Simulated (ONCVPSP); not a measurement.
# antimony (Sb), ONCV: configuration errors across variants

```json
{
  "Element": "antimony",
  "Generator": "ONCVPSP 4.0.1",
  "Type": "optimised norm-conserving Vanderbilt (ONCV)",
  "Functional": "LDA (Perdew-Wang 92)",
  "Relativity": "scalar-relativistic",
  "Frozen core": "[Ar] 3d10",
  "Valence charge": "23",
  "Reference configuration": "4s2 4p6 4d10 5s2 (charge +3)",
  "Partial waves": "4s+5s: rc 1.00 bohr, ncon 4, nbas 9, qcut 9.2 1/bohr, 2 projectors; 4p: rc 1.05 bohr, ncon 3, nbas 6, qcut 13.5 1/bohr, 1 projector; 4d: rc 1.25 bohr, ncon 3, nbas 8, qcut 11.8 1/bohr, 3 projectors, debl 2.2 Ha",
  "Local potential": "polynomial inside 0.80 bohr (lpopt 3, dvloc0 0 Ha)",
  "Core correction": "polynomial model core, fcfact 0.2"
}
```

In the d channel the program set the typed energies aside and used -2.313, 0.250, 2.450 Ha.

All-electron excitation energies from the reference (eV): (1) 4s2 4p6 4d10 5s2 5p3 -49.542; (2) 4s2 4p6 4d10 5s2 5p2 -41.027; (3) 4s2 4p6 4d10 5s2 5p1 -24.780; (4) 4s2 4p5 4d10 5s2 5p3 60.242.

3 further variants failed, have other tests or another functional or relativity, and are left out.

A true bound ghost makes a file unfit for plane-wave use even where its test errors are small: the radial tests pick states by their node count and pass the ghost by.

Errors AE − PS in meV (a dash: test not solved or not reliable):

| change | (1) | (2) | (3) | (4) | bound ghosts | GHOST(+) flags above zero |
| --- | --- | --- | --- | --- | --- | --- |
| base | +457 | +384 | +237 | +748 | none | s |
| local potential polynomial inside 0.75 bohr (lpopt 5, dvloc0 0 Ha) | +620 | +520 | +324 | +1056 | none | s |
| core correction polynomial model core, fcfact 1.28 | +457 | +384 | +237 | +748 | none | s |
| s: rc 0.9 | +457 | +384 | +237 | +748 | none | s |
| s: nproj 4 | +457 | +384 | +237 | +748 | s | s |
| d: qcut 16.6 | +457 | +384 | +237 | +748 | none | s |

Task: Give the same row for: d: rc 1.08.

Result: +457, +384, +237, +751; bound ghosts: none; GHOST(+) flags above zero: s.
